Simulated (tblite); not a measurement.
Species: CH₆ClGeP.
Z-matrix (Å and degrees, GFN2-xTB geometry), rows numbered from 1:
```
P 
Ge  1  2.2959
C   2  2.0009  1  115.22
Cl  3  1.7777  2  107.48  1   -60.83
H   1  1.3910  2   92.35  3   -53.38
H   1  1.3875  2   92.30  3    39.25
H   2  1.5154  1  111.91  3   122.15
H   2  1.5068  1  111.34  3  -120.35
H   3  1.0875  2  113.51  1    57.71
H   3  1.0860  2  112.18  1  -178.37
```

Method: GFN2-xTB as coded in tblite; computed harmonic values from a numerical Hessian at the method's own geometry, unscaled. The method is semi-empirical: single wavenumbers can be off by several per cent or more. Modes of hydrogen on germanium and phosphorus can be 10 to 20 % off. One conformer, not necessarily the lowest.

Harmonic wavenumbers (cm⁻¹): 50.0, 82.7, 107.2, 160.0, 341.0, 367.3, 515.6, 569.2, 605.2, 712.8, 722.4, 749.6, 761.7, 836.2, 1071.2, 1110.8, 1151.9, 1411.9, 1879.3, 1971.1, 2256.4, 2325.1, 2981.0, 2996.6.

A = 3841, B = 1520, C = 1169 MHz; mass 157.911 u (most abundant isotopes); point group C1, symmetry number 1.

Task: Zero-point energy?

Result: ½Σν̃ = 12868 cm⁻¹ = 153.93 kJ/mol.

Task: Give the ideal-gas entropy at 400 K and 1 bar in the rigid-rotor, harmonic-oscillator model (classical rotation).

Result: Translation 178.10, rotation 121.84, vibration 108.99: S = 408.9 J/(mol K).

Task: And Cp and H(400 K) − H(0)?

Result: Cp = 131.87 J/(mol K), of which vibrations give 98.61 (their classical limit is 24 R = 199.5); H(400 K) − H(0) = 34.87 kJ/mol without the zero-point energy, 21.57 from vibrations.

Task: Which modes carry the vibrational entropy at 400 K?

Result: 50.0 cm⁻¹: 22.59; 82.7 cm⁻¹: 18.43; 107.2 cm⁻¹: 16.29; 160.0 cm⁻¹: 13.02; 341.0 cm⁻¹: 7.12; 367.3 cm⁻¹: 6.58 J/(mol K); the other 18 give 24.97 together.

Task: What must be added to the electronic energy to get the Gibbs energy at 400 K and 1 bar?

Result: ZPE + [H(400 K) − H(0)] − T·S = 153.93 + 34.87 − 163.57 = 25.23 kJ/mol.

Task: How do the functions run with temperature in this model?

Result: 
| T (K) | S (J/(mol K)) | Cp (J/(mol K)) | H − H(0) (kJ/mol) | G − H(0) (kJ/mol) | ln q(vib) |
| --- | --- | --- | --- | --- | --- |
| 150 | 309.8 | 75.7 | 8.44 | -38.03 | 2.34 |
| 250 | 354.4 | 100.9 | 17.28 | -71.32 | 4.12 |
| 298.15 | 373.1 | 112.1 | 22.41 | -88.84 | 4.94 |
| 600 | 468.0 | 159.3 | 64.19 | -216.61 | 9.72 |
| 900 | 537.9 | 184.9 | 116.15 | -367.93 | 13.85 |

q(vib) and H(0) count from the zero-point level.

Hindered rotation and anharmonicity are outside this model. Other conformers, if any are populated, would add a mixing term that is left out. The structure is chiral; the term R ln 2 for an equal mix with its mirror image is left out.
